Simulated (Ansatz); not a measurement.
Reaction (formal exchange of groups at a C–B bond): `B[CH2][GaH2]` + ethylene → `C=C[CH2][GaH2]` + BH₃

Program: Ansatz. Geometries: PBE0-D4/def2-TZVP. ΔE: electronic, gas phase. CCSD(T)/CBS adds triple-zeta CCSD(T) − MP2 to the extrapolated MP2 energy (def2 sets, frozen cores). This one scheme is used for every species. Functionals use def2-TZVPP. For Ga outer-core shells are correlated without core-valence functions, which leaves a few kJ/mol of doubt a bond. Scalar relativity is left out up to krypton. Each species was taken in one conformer, which may not be the lowest.

```tsv
species	r2SCAN energy (Eh)
`B[CH2][GaH2]`	-1991.34899
`C=C`	-78.56246
`C=C[CH2][GaH2]`	-2043.30009
BH₃	-26.58636
```

**Question.** Work out ΔE.

**Answer.** ΔE = (-2043.30009) + (-26.58636) − (-1991.34899) − (-78.56246) = 0.02500 Eh = +15.7 kcal/mol. CCSD(T)/CBS gives +15.7 kcal/mol.

**Question.** What do rigid-rotor, harmonic-oscillator terms from PBE0-D4/def2-TZVP frequencies (298.15 K, 1 bar) make of the CCSD(T)/CBS value? (An estimate is asked.)

**Answer.** The calculation gave: ΔZPE = -0.9 kcal/mol, ΔH = +14.7 kcal/mol, ΔS = -38 J/(mol·K), ΔG = +17.3 kcal/mol. Modes under 50 cm⁻¹ make the entropy rough.

Largest T1 diagnostic among the species: 0.013.

From BLYP to BHLYP (50 % exact exchange), in def2-TZVPP and without D4, ΔE moves by −0.9 kcal/mol. At CCSD(T), def2-SVP lies +1.3 kcal/mol from the extrapolated value and def2-TZVPP +0.2 kcal/mol.
